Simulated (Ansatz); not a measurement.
CH3FSn: where a starting geometry ends

The starting geometry of this gas-phase singlet was optimised with GFN2-xTB; its bonds are those of `[CH3][Sn][F]`.

```xyz
6

C    -1.0365   -0.4240   -1.7168
F     1.7618    0.7556   -0.8108
Sn    0.9831   -1.1467   -0.9750
H    -1.4753    0.2552   -0.9803
H    -0.9041    0.1511   -2.6375
H    -1.7631   -1.2149   -1.9177
```

**Question.** Predict what becomes of its bonds when it is optimised with B3LYP-D3(BJ)/def2-SVP.

**Answer.** It keeps its bonds, and is `[CH3][Sn][F]`.

The energy falls by 0.10 eV over 7 steps:

```
step  E − E(last) (eV)
   1             0.100
   2             0.013
   3             0.003
   4             0.002
   5             0.000
   6             0.000
   7             0.000
```

Final geometry (Å):

```xyz
6

C    -1.0171   -0.4141   -1.7104
F     1.6725    0.7095   -0.8388
Sn    0.9526   -1.1222   -0.9874
H    -1.4470    0.2714   -0.9600
H    -0.8687    0.1655   -2.6379
H    -1.7265   -1.2341   -1.9036
```

Frequencies at the end show an imaginary mode, so it is a saddle point. Atoms past krypton carry core potentials, without spin–orbit terms. Run with Ansatz 0.2.0, 39 s on 1 thread of AMD EPYC (Zen 3), with other jobs on the host.
